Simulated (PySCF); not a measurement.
Ligand exchange on a metal centre used in film growth or etching (Hf Cl-F). Gas-phase values, no solvent.

The dipole moment from two functionals at the same geometries (r2SCAN-D4/def2-SVP), both in PySCF: PBE-D3(BJ)/def2-TZVP and TPSSh-D3(BJ)/def2-TZVP. 

```json
[
 {"species": "0 of 4 Cl replaced by F", "PBE-D3(BJ)/def2-TZVP (D)": "0.00", "TPSSh-D3(BJ)/def2-TZVP (D)": "0.00"},
 {"species": "1 of 4 Cl replaced by F ([Hf(Cl)3(F)])", "PBE-D3(BJ)/def2-TZVP (D)": "0.11", "TPSSh-D3(BJ)/def2-TZVP (D)": "0.08"},
 {"species": "2 of 4 Cl replaced by F ([Hf(Cl)2(F)2])", "PBE-D3(BJ)/def2-TZVP (D)": "0.05", "TPSSh-D3(BJ)/def2-TZVP (D)": "0.01"},
 {"species": "3 of 4 Cl replaced by F ([Hf(Cl)(F)3])", "PBE-D3(BJ)/def2-TZVP (D)": "0.02", "TPSSh-D3(BJ)/def2-TZVP (D)": "0.05"}
]
```

Over these rows, drawn at random from the members with no instability flagged (it was tested for open shells, ions and some series alone), PBE minus TPSSh-D3(BJ): mean +0.01 D, from -0.03 D to +0.04 D.
